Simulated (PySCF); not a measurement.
## Electric properties by functional and basis

Species: C2H3F3Se.
Structure used (PBE0-D3(BJ)/def2-SVP), in Å, numbered top down from 1:
```xyz
9
C2H3F3Se angstrom
F     -0.7147    1.3505   -0.7257
C     -0.9110    0.2505    0.0064
F     -1.2630    0.6338    1.2304
F     -1.9502   -0.4033   -0.5271
C      0.3072   -0.6404    0.0104
Se     1.9164    0.1859    0.7264
H      0.4817   -1.0009   -1.0115
H      0.0964   -1.5084    0.6498
H      2.0510    1.1393   -0.3855
```

PySCF, dipoles from the SCF density, polarisabilities from static response with core orbitals frozen. The structure is a single PBE0-D3(BJ)/def2-SVP conformer in the gas phase; no vibrational or solvent corrections. Relativistic effects, spin–orbit coupling among them, are left out although an element past zinc is present.

Question: How do dipole and polarisability depend on functional and basis here?

Answer: 

| level | μ (D) | α (Å³) | anisotropy (Å³) |
| --- | --- | --- | --- |
| LDA/def2-SVPD | 1.704 | 8.61 | 2.24 |
| PBE/def2-SVPD | 1.634 | 8.59 | 2.25 |
| B3LYP/def2-SVPD | 1.755 | 8.31 | 2.13 |
| PBE0/def2-SVPD | 1.737 | 8.22 | 2.11 |
| BHandHLYP/def2-SVPD | 1.862 | 7.98 | 2.03 |
| CAM-B3LYP/def2-SVPD | 1.804 | 8.18 | 2.06 |
| wB97X-D/def2-SVPD | 1.742 | 8.19 | 2.06 |
| LC-wPBE/def2-SVPD | 1.771 | 8.03 | 2.00 |
| HF/def2-SVPD | 1.917 | 7.69 | 1.94 |
| PBE0/6-31G* | 1.527 | 6.33 | 2.13 |
| PBE0/def2-SVP | 1.653 | 6.25 | 2.19 |
| PBE0/aug-cc-pVDZ | 1.687 | 8.21 | 2.22 |
| PBE0/def2-TZVP | 1.680 | 7.51 | 2.34 |
| PBE0/def2-TZVPD | 1.686 | 8.32 | 2.16 |

The anisotropy is √(½[(α1 − α2)² + (α2 − α3)² + (α3 − α1)²]). The dipole runs from 1.53 D (PBE0/6-31G*) to 1.92 D (HF/def2-SVPD). No reference polarisability is at hand; against PBE0 in the largest diffuse basis at hand (def2-TZVPD) the other PBE0 rows deviate by 6-31G* -24%, def2-SVP -25%, def2-SVPD -1%, aug-cc-pVDZ -1%, def2-TZVP -10%. In one basis (def2-SVPD) the functionals order the polarisability from HF (lowest) to LDA (highest), a spread of 12%. With PBE0 the polarisability is 6.69 Å³ without diffuse functions (mean of 6-31G*, def2-SVP and def2-TZVP) and 8.25 Å³ with them (mean of def2-SVPD, aug-cc-pVDZ and def2-TZVPD).
